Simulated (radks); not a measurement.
Results of a calculation; reference values are marked as such.
Question: The mean radii <r> (bohr) of the occupied orbitals of an atom or ion are listed with their occupations. Level of theory: Dirac Kohn-Sham, Slater X-alpha with alpha = 0.898, spin-unpolarised, spherical densities, point nucleus (a radial shooting solver on a logarithmic mesh with Libxc functionals).

orbital  occ.      <r>
1s1/2       2  0.02361
2s1/2       2   0.1003
2p1/2       2  0.08395
2p3/2       4  0.09036
3s1/2       2   0.2649
3p1/2       2   0.2543
3p3/2       4   0.2667
3d3/2       4   0.2378
3d5/2       6   0.2417
4s1/2       2   0.6038
4p1/2       2   0.6192
4p3/2       4   0.6473
4d3/2       4   0.6936
4d5/2       6   0.7036
5s1/2       2    1.455
5p1/2       2    1.637
5p3/2       4    1.728
4f5/2       4    1.020
6s1/2       2    4.234

Name the element and its charge. Open shells, if any, fill j = l - 1/2 first.

Answer: Z = 60, neodymium, charge 0: Nd in [Xe] 4f4 6s2. The 1s radius gives Z: for a bare nucleus <r> = (2 gamma + 1)/(2Z) with gamma = sqrt(1 - (Z/c)^2), 0.02332 bohr for Z = 60, and screening makes it slightly larger (0.02361 here). The occupations add up to 60, and the charge is Z minus that.
